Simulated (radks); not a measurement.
Ga I, configuration [Ar] 3d10 4s2 4p1.

Calculated with a radial shooting solver on a logarithmic mesh with Libxc functionals: scalar-relativistic Kohn-Sham, BLYP, spin-polarised, spherical densities, finite nucleus; open shells are filled with parallel spins first; Fermi nuclear charge, rms radius 3.9973 fm.

Energy parts (hartree):
| part | energy |
|---|---|
| total | -1944.32067 |
| kinetic | 1977.45809 |
| electron-nucleus | -4685.16014 |
| Hartree | 839.24462 |
| exchange-correlation | -75.86324 |

Orbitals (lengths in bohr, moments of r in powers of bohr; r(max) is where P^2 peaks):
| orbital | occ. | eigenvalue (hartree) | r(max) |
|---|---|---|---|
| 1s up | 1 | -376.0379 | 0.03178 |
| 1s down | 1 | -376.0372 | 0.03178 |
| 2s up | 1 | -46.39305 | 0.1824 |
| 2s down | 1 | -46.39296 | 0.1824 |
| 2p up | 3 | -40.39469 | 0.1464 |
| 2p down | 3 | -40.39424 | 0.1464 |
| 3s up | 1 | -5.42901 | 0.5643 |
| 3s down | 1 | -5.42841 | 0.5643 |
| 3p up | 3 | -3.62220 | 0.5664 |
| 3p down | 3 | -3.62145 | 0.5664 |
| 3d up | 5 | -0.69778 | 0.5324 |
| 3d down | 5 | -0.69570 | 0.5323 |
| 4s up | 1 | -0.33424 | 1.891 |
| 4s down | 1 | -0.31495 | 1.877 |
| 4p up | 1 | -0.09930 | 2.533 |
| 4p down | 0 | -0.08092 | 2.540 |

The highest occupied level is 4p up at -2.702 eV. For comparison, the ionisation energy in NIST's Atomic Spectra Database is 5.999 eV (measured). In exact Kohn-Sham theory the highest level is minus the ionisation energy, but local and semilocal functionals leave it too shallow, through self-interaction and a potential that decays too fast; potentials with the right tail come closer. Summed over all electrons, <r^2> = 39.91 bohr^2, which gives a Langevin (diamagnetic) susceptibility term of -31.6 x 10^-6 cm^3/mol.
